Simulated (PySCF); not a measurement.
Spectrum to structure. Theory: TDDFT CAM-B3LYP/def2-SVPD, vertical, gas phase, core orbitals frozen in the response (PySCF 2.14.0, density-fitted response routines). Geometries: GFN2-xTB, one conformer each.

| state | λ (nm) | f |
| --- | --- | --- |
| S1 | 206.5 | 0.032 |
| S2 | 194.4 | 0.0083 |
| S3 | 183.9 | 0.0088 |
| S4 | 175.7 | 0.0066 |
| S5 | 172.3 | 0.027 |
| S6 | 168.4 | 0.218 |
| S7 | 165.7 | 0.089 |
| S8 | 159.0 | 0.0086 |

Triplets computed (Tamm–Dancoff): 4.46, 5.90, 6.18 eV.

Question: Which candidate is it? All have the formula C6H11N.
A. `CCCCC1=NC1`
B. `C1(N2CC2)CCC1`
C. `C=CC[C@@H]1CCN1`
D. `C=CC/N=C/CC`

Answer: C. Its S1 lies at 6.00 eV; the nearest of the others has S1 at 5.35 eV. S1 is HOMO→LUMO (95%). Löwdin shares by element: HOMO nitrogen 56%, carbon 19% or more, hydrogen 5% or more (atoms not listed hold the other 21%); LUMO carbon 59% or more, hydrogen 7% or more (atoms not listed hold the other 35%). At the same level the other candidates give, for their lowest levels:
- `C=CC/N=C/CC`: 238 nm (f 0.001); 175 nm (f 0.063); 173 nm (f 0.089); 166 nm (f 0.132); 165 nm (f 0.024); T1 4.45 eV; HOMO -8.60, LUMO 0.96 eV
- `C1CC(N2CC2)C1`: 182 nm (f 0.038); 174 nm (f 0.001); 171 nm (f 0.041); 167 nm (f 0.020); 155 nm (f 0.041); T1 6.61 eV; HOMO -8.07, LUMO 1.57 eV
- `CCCCC1=NC1`: 232 nm (f 0.000); 175 nm (f 0.068); 165 nm (f 0.071); 156 nm (f 0.058); 156 nm (f 0.008); T1 4.65 eV; HOMO -8.87, LUMO 1.02 eV

The values belong to the conformer `[CH2:1]=[CH:2][CH2:3][C@@H:4]1[CH2:5][CH2:6][NH:7]1`: C1–C2–C3–C4 102°, C2–C3–C4–C5 55°.
